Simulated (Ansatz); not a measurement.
Ge18BH28, a doped nanocrystal cut from the lattice of germanium (B on a surface site). Charge 0, multiplicity 2. Geometry r2SCAN-D4/def2-SVP; atoms count from 1.

```xyz
47

Ge    0.629    2.985    2.752
Ge    3.624    1.695    0.932
Ge   -2.335    0.481    3.073
B     0.467   -0.383    1.054
Ge   -2.793   -2.673    1.203
Ge   -2.716    0.604   -0.981
Ge    0.252   -3.992   -0.622
Ge    0.503    2.766   -1.145
Ge    0.373   -0.730   -2.832
Ge    3.335   -1.974   -0.330
Ge   -1.720    2.808    3.311
Ge    1.184    1.548    0.852
Ge    4.639    0.053   -0.531
Ge   -1.923    2.889   -1.221
Ge   -1.661   -0.524    0.906
Ge    0.896   -1.632   -0.627
Ge   -2.139   -4.325   -0.442
Ge   -2.048   -0.569   -3.005
Ge    1.221    1.531   -3.111
H     1.023    4.446    2.456
H     1.427    2.525    3.990
H     4.107    1.388    2.365
H     4.087    3.122    0.576
H    -1.656   -0.367    4.167
H    -3.860    0.246    3.168
H     0.841   -0.928    2.075
H    -2.435   -3.211    2.605
H    -4.312   -2.402    1.183
H    -4.248    0.538   -0.785
H     0.930   -4.665    0.591
H     0.835   -4.636   -1.897
H     1.113    4.186   -1.148
H     0.939   -1.697   -3.896
H     3.514   -2.589    1.072
H     3.723   -3.048   -1.373
H    -1.984    3.234    4.771
H    -2.605    3.662    2.388
H     6.090   -0.257   -0.104
H     4.650    0.508   -1.999
H    -2.470    3.786   -0.095
H    -2.414    3.461   -2.567
H    -2.828   -4.052   -1.789
H    -2.493   -5.758    0.003
H    -2.701   -1.960   -3.093
H    -2.452    0.235   -4.258
H     2.755    1.535   -3.238
H     0.635    2.139   -4.403
```

Single mean-field runs in def2-TZVP are fitted with def2-universal-jkfit.

Question: Estimate the Mulliken populations of the heavy atoms from the PBE0/def2-TZVP orbitals of Ansatz.

Answer: 
| atom | charge (e) | spin (α − β) |
| --- | --- | --- |
| Ge1 | 0.04 | 0.02 |
| Ge2 | 0.04 | 0.02 |
| Ge3 | 0.03 | 0.12 |
| B4 | 0.37 | 0.28 |
| Ge5 | 0.04 | -0.01 |
| Ge6 | -0.03 | -0.01 |
| Ge7 | 0.04 | -0.01 |
| Ge8 | -0.04 | 0.00 |
| Ge9 | -0.03 | -0.01 |
| Ge10 | 0.03 | 0.12 |
| Ge11 | -0.06 | 0.00 |
| Ge12 | -0.44 | 0.00 |
| Ge13 | -0.06 | 0.00 |
| Ge14 | 0.02 | 0.00 |
| Ge15 | -0.39 | 0.17 |
| Ge16 | -0.39 | 0.17 |
| Ge17 | -0.05 | 0.02 |
| Ge18 | 0.01 | 0.00 |
| Ge19 | 0.02 | 0.00 |
Mulliken values depend strongly on the basis.

Question: Where does the spin sit?

Answer: Summed by element: Ge 0.62, B 0.28, H 0.11, of 1 unpaired in all. Largest on single atoms: B4 0.28, Ge15 0.17, Ge16 0.17.

Question: And the Mayer bond orders between heavy atoms (over 0.3)?

Answer: Ge1–Ge11 0.88 (2.42 Å); Ge1–Ge12 0.87 (2.45 Å); Ge2–Ge12 0.87 (2.45 Å); Ge2–Ge13 0.88 (2.42 Å); Ge3–Ge11 0.86 (2.42 Å); Ge3–Ge15 0.80 (2.48 Å); B4–Ge12 0.74 (2.07 Å); B4–Ge15 0.58 (2.14 Å); B4–Ge16 0.58 (2.14 Å); Ge5–Ge15 0.88 (2.45 Å); Ge5–Ge17 0.87 (2.42 Å); Ge6–Ge14 0.87 (2.43 Å); Ge6–Ge15 0.88 (2.44 Å); Ge6–Ge18 0.87 (2.43 Å); Ge7–Ge16 0.88 (2.45 Å); Ge7–Ge17 0.87 (2.42 Å); Ge8–Ge12 0.89 (2.44 Å); Ge8–Ge14 0.87 (2.43 Å); Ge8–Ge19 0.87 (2.43 Å); Ge9–Ge16 0.88 (2.44 Å); Ge9–Ge18 0.87 (2.43 Å); Ge9–Ge19 0.87 (2.43 Å); Ge10–Ge13 0.86 (2.42 Å); Ge10–Ge16 0.80 (2.48 Å).
